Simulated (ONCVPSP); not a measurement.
## u(r) = r·R(r): atom against pseudo-atom (potassium (K))

Columns: radius, all-electron u(r) and pseudo u(r) of the 3p shell (level -19.56 eV) of potassium in the configuration [Ne] 3s2 3p6 4s0.5 4p0.5; PBE, scalar-relativistic, ONCV scheme, ONCVPSP 4.0.1.

```
r (bohr)  all-electron  pseudo
   0.123       -0.3350  0.0279
   0.245       -0.4186  0.1066
   0.368       -0.2062  0.2263
   0.490        0.0988  0.3687
   0.613        0.3862  0.5173
   0.735        0.6085  0.6525
   0.858        0.7623  0.7627
   0.980        0.8507  0.8381
   1.103        0.8878  0.8773
   1.225        0.8862  0.8821
   1.348        0.8578  0.8586
   1.470        0.8125  0.8150
   1.593        0.7567  0.7586
   1.715        0.6964  0.6972
   1.838        0.6343  0.6344
   1.960        0.5738  0.5738
   2.083        0.5156  0.5155
   2.205        0.4614  0.4614
   2.328        0.4109  0.4109
   2.450        0.3651  0.3651
   2.573        0.3233  0.3233
   2.695        0.2859  0.2859
   2.818        0.2521  0.2521
   2.940        0.2221  0.2221
   3.063        0.1952  0.1952
   3.185        0.1715  0.1715
```

Question: How many radial nodes do the two functions have?

Answer: The all-electron 3p function has n − l − 1 = 1; the pseudo-wave has 0, since the states of the same l below it are removed with the core.

Question: At about which radius was the pseudo-wave matched?

Answer: 2.05 bohr. The columns agree to 0.0005 from 1.84 bohr on; several derivatives are matched, so the curves merge somewhat inside the radius.

Question: Where does each function peak?

Answer: Outermost all-electron maximum near 1.10 bohr, pseudo maximum near 1.23 bohr (to the table’s step).

Question: Is the pseudo-wave norm-conserving?

Answer: Yes: the ONCV scheme keeps the norm inside the radius equal to the all-electron one, which fixes the energy derivative of the logarithmic derivative at the level.
